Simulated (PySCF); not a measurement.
Molecule: SMILES CC1=C(F)OC(Cl)=CC1, C$_{6}$H$_{6}$ClFO.

Cartesian coordinates in Å; atom numbers follow the order of the lines, from 1:
```xyz
15

C    -2.1126    0.2438   -0.2618
C    -0.6631   -0.0828   -0.0969
C    -0.1937   -1.3197   -0.1436
F    -0.9696   -2.3941   -0.3414
O     1.1032   -1.7220   -0.0064
C     1.9972   -0.7164    0.2020
Cl    3.5884   -1.3394    0.3602
C     1.6985    0.5715    0.2752
C     0.2876    1.0665    0.1305
H    -2.4808    0.7589    0.6248
H    -2.2494    0.9090   -1.1138
H    -2.7001   -0.6557   -0.4176
H     2.4757    1.2960    0.4436
H    -0.0087    1.6201    1.0303
H     0.2231    1.7723   -0.7071
```

Frames of a GFN2-xTB Langevin trajectory at 400 K; GIAO PBE0/pcSseg-1 shieldings in PySCF 2.14.0 with density-fitted response routines, gas phase, non-relativistic; equivalent atoms averaged within each frame.

References, each an isolated molecule treated in the same way: TMS for $^{13}$C (σref 186.93) and $^{1}$H (σref 31.72); CFCl3 for $^{19}$F (σref 170.95); $^{17}$O (σref 336.08) against H2O; $^{35}$Cl (σref 949.78) against HCl. The references are static minima.

Problem. How do the shifts (ppm) fluctuate along the trajectory?

Solution. 
```csv
time (fs),C3,C6,C8,C2,C9,C1,F4,O5,Cl7,H13
250,163.0,145.9,102.2,82.5,37.0,8.7,-87.3,179.5,280,5.60
425,172.4,156.3,98.8,87.5,31.6,21.9,-78.0,212.8,275,3.58
625,159.7,149.0,110.7,89.7,31.5,14.1,-118.3,184.8,264,7.10
800,172.5,159.1,111.8,93.4,36.3,13.4,-85.4,217.2,302,5.92
1000,165.2,143.9,97.6,85.0,31.7,14.4,-95.7,193.1,233,4.05
mean of frames,166.6,150.8,104.2,87.6,33.6,14.5,-92.9,197.5,271,5.25
standard deviation,5.7,6.6,6.6,4.2,2.8,4.8,15.5,16.8,25,1.43
```

5 frames give an uncertainty of the mean of about the standard deviation over 2.2 at best, since frames this close in time may not be independent; classical motion lacks zero-point vibration, and the reference would need the same averaging.
